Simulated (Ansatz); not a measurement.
A set of 12 reactions (substitution), with CCSD(T)/CBS values in kJ/mol:

| reaction | ΔE |
| --- | --- |
| `OBCCO` + HCl → `OBCCCl` + H₂O | -33.8 |
| `C/C=C\BN` + `[AlH2][SH]` → `C/C=C\[S][AlH2]` + `BN` | 59.9 |
| `C[CH2][GeH2][CH3]` + `C=CS` → `C=CSC` + `[CH3][GeH2][CH3]` | -6.0 |
| `C[SiH2][SiH2][SeH]` + `C=C=CO` → `C=C=COC` + `[SiH3][SiH2][SeH]` | 80.1 |
| `CC(N)S` + `O[SiH2][SeH]` → `CO[SiH2][SeH]` + `NCS` | 73.2 |
| `C[SiH2]C[SiH2]F` + `NBO` → `NBOC[SiH2]F` + `C[SiH3]` | 125.0 |
| `BNCCN` + NH₃ → `NCCN` + `BN` | 19.1 |
| `C[SiH](Cl)[NH][AlH2]` + `N[SiH2]N` → `CN[SiH2]N` + `[AlH2][NH][SiH2]Cl` | 93.7 |
| `FC(F)[SiH]1N=C1Cl` + HCl → `FC(F)Cl` + `ClC1=N[SiH2]1` | 15.9 |
| `C=C[Si](O)(O)F` + `[OH][GaH2]` → `C=C[O][GaH2]` + `O[SiH](O)F` | 67.5 |
| `OBCCO` + `BS` → `BSCO` + `CBO` | -4.5 |
| `CC[NH][SbH2]` + `O=CO` → `CCOC=O` + `[NH2][SbH2]` | 4.6 |

Program: Ansatz. Geometries: PBE0-D4/def2-TZVP. ΔE: electronic, gas phase. CCSD(T)/CBS is the MP2 limit (def2-TZVPP, def2-QZVPP) plus CCSD(T) − MP2 in def2-TZVPP, frozen cores. This one scheme is used for every species. Double bonds are as drawn, so ΔE can hold a change between cis and trans. Functionals use def2-TZVPP. B3LYP here is the variant with VWN-RPA as its local correlation; programs differ in this. Elements past krypton have def2 core potentials. For Ga, Ge, Sb, Se outer-core shells are correlated without core-valence functions, which leaves a few kJ/mol of doubt a bond. Scalar relativity is left out up to krypton. Each species was taken in one conformer, which may not be the lowest.

Give the mean, mean absolute and largest difference (level minus CCSD(T)/CBS, kJ/mol) for: PBE-D4, r2SCAN-D4, ωB97X-V, ωB97M-V, B2PLYP, r2SCAN, PBE0, B3LYP, SCS-MP2/def2-TZVPP, CCSD/def2-TZVPP, CCSD(T)/def2-TZVPP, MP2/def2-QZVPP, HF/CBS(def2), MP2/CBS(def2). (Estimate.)

Computed: 
```tsv
level	mean	mean absolute	largest
PBE-D4	-3.5	4.4	-11.2
r2SCAN-D4	-2.5	4.0	-8.9
ωB97X-V	-3.0	4.6	7.9
ωB97M-V	-1.2	2.2	5.7
B2PLYP	-2.7	5.0	-8.1
r2SCAN	-2.9	4.3	-9.5
PBE0	-2.6	3.8	-9.4
B3LYP	-4.1	8.4	15.5
SCS-MP2/def2-TZVPP	-1.6	2.6	-5.1
CCSD/def2-TZVPP	0.1	3.8	8.0
CCSD(T)/def2-TZVPP	-0.5	2.4	5.9
MP2/def2-QZVPP	0.6	3.9	-8.5
HF/CBS(def2)	-4.2	12.4	28.3
MP2/CBS(def2)	0.9	4.9	9.3
```

The largest T1 diagnostic in the set is 0.016, for `O=CO` (customary mark 0.02).

CCSD(T)/CBS is a level of theory with its own doubt, and the functionals carry their triple-zeta basis error, so these figures describe this set and don't rank the functionals.
